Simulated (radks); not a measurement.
All-electron atom: neutral neodymium in [Xe] 4f4 6s2.

Method: scalar-relativistic Kohn-Sham, PBE, spin-polarised, spherical densities, finite nucleus; open shells are filled with parallel spins first (spin-orbit coupling, left out, can overturn this in heavy ions); Fermi nuclear charge, rms radius 4.9123 fm; hard spherical wall at 3.5 bohr; computed with a radial shooting solver on a logarithmic mesh with Libxc functionals.

Energy parts (eV):
| part | energy |
|---|---|
| total | -261812.06 |
| kinetic | 278904.63 |
| electron-nucleus | -637041.82 |
| Hartree | 102394.01 |
| exchange-correlation | -6068.88 |

Orbitals (lengths in bohr, moments of r in powers of bohr; r(90%) holds 90 % of the orbital's charge):
| orbital | occ. | eigenvalue (eV) | <r> | r(90%) | <r^2> | <r^4> |
|---|---|---|---|---|---|---|
| 1s down | 1 | -43380.70 | 0.02363 | 0.0426 | 0.0007600 | 1.526e-06 |
| 1s up | 1 | -43380.70 | 0.02363 | 0.0426 | 0.0007600 | 1.526e-06 |
| 2s up | 1 | -7002.785 | 0.1010 | 0.156 | 0.01203 | 0.0002488 |
| 2s down | 1 | -7002.778 | 0.1010 | 0.156 | 0.01203 | 0.0002487 |
| 2p up | 3 | -6258.637 | 0.08880 | 0.145 | 0.009624 | 0.0001832 |
| 2p down | 3 | -6258.634 | 0.08880 | 0.145 | 0.009624 | 0.0001832 |
| 3s up | 1 | -1507.008 | 0.2664 | 0.391 | 0.08108 | 0.009937 |
| 3s down | 1 | -1505.991 | 0.2663 | 0.391 | 0.08100 | 0.009917 |
| 3p up | 3 | -1272.283 | 0.2646 | 0.396 | 0.08113 | 0.01039 |
| 3p down | 3 | -1271.271 | 0.2644 | 0.396 | 0.08104 | 0.01036 |
| 3d up | 5 | -946.4362 | 0.2418 | 0.378 | 0.06886 | 0.008500 |
| 3d down | 5 | -945.6549 | 0.2417 | 0.377 | 0.06875 | 0.008469 |
| 4s up | 1 | -288.3576 | 0.6079 | 0.873 | 0.4171 | 0.2533 |
| 4s down | 1 | -285.5527 | 0.6077 | 0.873 | 0.4167 | 0.2529 |
| 4p up | 3 | -211.5706 | 0.6441 | 0.937 | 0.4719 | 0.3339 |
| 4p down | 3 | -208.7404 | 0.6438 | 0.937 | 0.4715 | 0.3336 |
| 4d up | 5 | -102.4639 | 0.7096 | 1.07 | 0.5849 | 0.5619 |
| 4d down | 5 | -99.6068 | 0.7096 | 1.07 | 0.5852 | 0.5643 |
| 5s up | 1 | -28.4217 | 1.481 | 2.13 | 2.449 | 8.509 |
| 5s down | 1 | -26.5948 | 1.495 | 2.16 | 2.497 | 8.835 |
| 5p up | 3 | -10.1776 | 1.675 | 2.40 | 3.111 | 13.26 |
| 5p down | 3 | -8.7350 | 1.693 | 2.42 | 3.173 | 13.74 |
| 4f up | 4 | 11.7343 | 1.063 | 1.88 | 1.447 | 4.571 |
| 5d up | 0 | 13.9244 | 1.978 | 2.71 | 4.255 | 22.94 |
| 4f down | 0 | 14.2149 | 1.095 | 1.95 | 1.539 | 5.144 |
| 5d down | 0 | 14.8696 | 1.994 | 2.72 | 4.314 | 23.48 |
| 6s up | 1 | 26.5655 | 2.184 | 2.95 | 5.306 | 35.89 |
| 6s down | 1 | 27.4658 | 2.181 | 2.95 | 5.302 | 35.96 |
| 6p up | 0 | 39.4615 | 2.143 | 2.98 | 5.214 | 36.26 |
| 6p down | 0 | 40.4559 | 2.137 | 2.98 | 5.195 | 36.17 |
| 7s up | 0 | 101.9377 | 2.079 | 3.10 | 5.049 | 36.82 |
| 7s down | 0 | 103.0709 | 2.076 | 3.10 | 5.039 | 36.73 |

The highest occupied level is 6s down at 27.466 eV. The configuration is held as typed, so some empty levels lie below it. The density falls to 0.001 e/bohr^3 at r = 3.34 bohr. The pressure on the wall is 552 GPa. The spin density at the nucleus is -0.885 e/bohr^3 (1s 0.011, 2s -0.244, 3s -5.603, 4s -0.599, 5s 6.385, 6s -0.834). Summed over all electrons, <r^2> = 51.13 bohr^2, which gives a Langevin (diamagnetic) susceptibility term of -40.5 x 10^-6 cm^3/mol. The electron density at the nucleus is 4.726e+05 e/bohr^3 (large components only). Spin moment in Bohr magnetons: 4.
